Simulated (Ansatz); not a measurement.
Isolated molecules relaxed with PBE0-D4/def2-TZVP in Ansatz; ΔE leaves out vibrations. CCSD(T)/CBS adds triple-zeta CCSD(T) − MP2 to the extrapolated MP2 energy (def2 sets, frozen cores). This one scheme is used for every species. Functionals use def2-TZVPP. B3LYP here is the variant with VWN-RPA as its local correlation; programs differ in this. HSE06 is defined as in plane-wave codes. One conformer a species, not always the lowest.

Reaction (hydrogenolysis of a B–F bond): `O[SiH2]CBF` + H₂ → `BC[SiH2]O` + H–F

```tsv
level	ΔE (kJ/mol)	difference from CCSD(T)/CBS
B97M-V	141.9	12.8
PBE0-D4	131.3	2.2
B3LYP-D4	137.9	8.8
ωB97M-V	137.3	8.2
B2PLYP	135.5	6.4
r2SCAN	142.3	13.2
r2SCANh	140.1	11.0
HSE06	129.7	0.6
LC-ωPBE	132.0	2.9
CCSD/CBS(def2)	126.5	-2.6
CCSD(T)/CBS	129.1	0
```

Largest T1 diagnostic among the species: 0.012.

From r2SCAN to r2SCAN0 (25 % exact exchange), in def2-TZVPP and without D4, ΔE moves by −5.3 kJ/mol. At CCSD(T), def2-SVP lies +22.3 kJ/mol from the extrapolated value and def2-TZVPP +2.6 kJ/mol.

CCSD(T)/CBS has its own doubt, a few kJ/mol and more with outer-core shells, so smaller differences from it don't rank the levels.
